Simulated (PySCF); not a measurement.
## C₆ coefficients of unlike pairs at PBE

Calculated with PySCF 2.14 from the dipole response of each species, C₆(A,B) = (3/π) ∫ α_A(iu) α_B(iu) du, in atomic units, from isotropic polarisabilities. For ions this is the dispersion term alone; charge-induced terms of lower order in 1/R come first.

```json
{"species": "Rb+", "configuration": "[Kr] (1S)", "basis": "aug-cc-pwCVTZ-X2C with one added diffuse shell each of s, p, d, f type (11s10p8d4f)", "relativity": "spin-free X2C", "α (bohr³)": "9.480", "C₆ (like pair)": "56.69"}
{"species": "I(2+)", "configuration": "[Kr] 4d10 5s2 5p3 (4S)", "basis": "def2-TZVPPD with the def2 core potential (28 electrons) (7s6p4d2f)", "relativity": "core potential", "α (bohr³)": "13.73", "C₆ (like pair)": "95.23"}
{"species": "Ni(3+)", "configuration": "[Ar] 3d7 (4F)", "basis": "dyall-av2z (16s12p7d2f)", "relativity": "none", "α (bohr³)": "1.668", "C₆ (like pair)": "3.781"}
{"species": "K+", "configuration": "[Ar] (1S)", "basis": "dyall-acv3z (25s18p7d3f)", "relativity": "spin-free X2C", "α (bohr³)": "5.700", "C₆ (like pair)": "24.50"}
```

(1) Estimate C₆ for Ni(3+) with I(2+).

No spin-orbit coupling is included.

The other pairs:

```json
{"pair": "K+, Rb+", "C₆": "37.11"}
{"pair": "K+, Ni(3+)", "C₆": "9.093"}
{"pair": "K+, I(2+)", "C₆": "47.61"}
{"pair": "Ni(3+), Rb+", "C₆": "13.40"}
{"pair": "I(2+), Rb+", "C₆": "73.09"}
```

Answers

(1) The integral gives 17.09. The combination rule 2 C_A C_B / (C_A α_B/α_A + C_B α_A/α_B) gives 16.86 and the geometric mean 18.97.
